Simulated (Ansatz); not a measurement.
Consider the formal exchange of groups at the Al–C bond: `C[CH]([AlH2])[AlH][SiH3]` + `C[CH2][GeH3]` → `C[CH]([AlH2])[GeH3]` + `C[CH2][AlH][SiH3]`.

Gas-phase electronic energies from Ansatz, PBE0-D4/def2-TZVP geometries. CCSD(T)/CBS adds triple-zeta CCSD(T) − MP2 to the extrapolated MP2 energy (def2 sets, frozen cores). DFT in def2-TZVPP. B3LYP here is the variant with VWN-RPA as its local correlation; programs differ in this. For Ge outer-core shells are correlated without core-valence functions, which leaves a few kJ/mol of doubt a bond. Scalar relativity is left out up to krypton. Each species was taken in one conformer, which may not be the lowest.

| level | ΔE (kJ/mol) |
| --- | --- |
| B3LYP-D4 | 15.8 |
| CCSD/def2-TZVPP | 15.5 |

Q: What does CCSD(T)/CBS give? (An estimate is asked.)

A: The calculation gave: +15.4 kJ/mol. The listed levels differ from it by 0.4, 0.1 kJ/mol.

Largest T1 diagnostic among the species: 0.012.
